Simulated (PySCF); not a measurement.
**Working out the ionisation energy of Ar⁺**

Ar⁺ [Ne] 3s2 3p5 (2P) → Ar²⁺ [Ne] 3s2 3p4 (3P). Calculation: PySCF 2.14, in aug-cc-pCVTZ-DK; the spin-free X2C one-electron Hamiltonian (Gaussian nucleus). Frozen: [Ne]. Energies in hartree (1 hartree = 27.21139 eV):

| part | Ar⁺ (lower) | Ar²⁺ (upper) |
| --- | --- | --- |
| UHF | -528.087392 | -527.118983 |
| CCSD correlation | -0.196033 | -0.160217 |
| (T) | -0.005703 | -0.004278 |

**Question.** What does Hartree-Fock give?

**Answer.** (-527.118983) − (-528.087392) = 0.968409 hartree = 26.352 eV.

**Question.** What do CCSD and CCSD(T) give?

**Answer.** The CCSD correlation energies differ by 0.035816 hartree = 0.975 eV and the triples by 0.001425 hartree = 0.039 eV, so CCSD gives 27.327 eV and CCSD(T) 27.366 eV.

A first-order spin-orbit estimate adds -0.007 eV to CCSD(T) (valence), giving 27.359 eV against 27.630 eV (measured; NIST Atomic Spectra Database, ionization energies).

What remains against the reference includes basis incompleteness, the frozen core and higher excitations.
